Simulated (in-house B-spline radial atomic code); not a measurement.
Orbital energies and mean radii along the 60-electron series, configuration [Xe] 4f6. The effective charge is n√(-2ε), a non-relativistic measure. Computed with an all-electron radial atomic-structure program (B-spline basis): non-relativistic Hartree-Fock, average of the configuration, point nuclei.

This level leaves out relativity, spin-orbit splitting included, which matters for heavy ions.

```json
{"ion": "Sm2+", "Z": "62", "energy of 5s (Eh)": "-2.2394", "mean radius of 5s (bohr)": "1.5219", "energy of 4f (Eh)": "-1.0361", "mean radius of 4f (bohr)": "0.89857", "energy of 3p (Eh)": "-53.344", "mean radius of 3p (bohr)": "0.25964", "energy of 4d (Eh)": "-6.0264", "mean radius of 4d (bohr)": "0.67266", "effective charge of 5s": "10.582"}
{"ion": "Eu3+", "Z": "63", "energy of 5s (Eh)": "-2.8475", "mean radius of 5s (bohr)": "1.4506", "energy of 4f (Eh)": "-1.7822", "mean radius of 4f (bohr)": "0.81708", "energy of 3p (Eh)": "-56.374", "mean radius of 3p (bohr)": "0.25455", "energy of 4d (Eh)": "-7.0026", "mean radius of 4d (bohr)": "0.65257", "effective charge of 5s": "11.932"}
{"ion": "Gd4+", "Z": "64", "energy of 5s (Eh)": "-3.515", "mean radius of 5s (bohr)": "1.3848", "energy of 4f (Eh)": "-2.6246", "mean radius of 4f (bohr)": "0.75724", "energy of 3p (Eh)": "-59.557", "mean radius of 3p (bohr)": "0.24964", "energy of 4d (Eh)": "-8.0786", "mean radius of 4d (bohr)": "0.63318", "effective charge of 5s": "13.257"}
```
